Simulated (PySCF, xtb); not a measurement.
C2H6BF, SMILES CB(C)F.

Geometry: B3LYP-D3(BJ)/def2-SVP.

Computed with PySCF with C-PCM-PBE0/def2-SVP.

The values are the electrostatic part of the solvation free energy, E(continuum) − E(gas) at the gas-phase geometry, in a cavity of scaled van der Waals radii (PySCF's table); cavitation and dispersion terms are not included. In vacuum the orbital gap is 8.83 eV. The dipole moment in vacuum is 1.35 D.

| solvent | ε | ΔG(elec) (kcal/mol) | dipole (D) | gap (eV) |
|---|---|---|---|---|
| water | 78.36 | -1.7 | 1.64 | 8.85 |
| N,N-dimethylformamide | 37.22 | -1.7 | 1.63 | 8.85 |
| toluene | 2.37 | -1.0 | 1.50 | 8.85 |

For comparison, GFN2-xTB/ALPB(water) (xtb, at the GFN2-xTB geometry, all terms of that model) gives -1.4 kcal/mol.
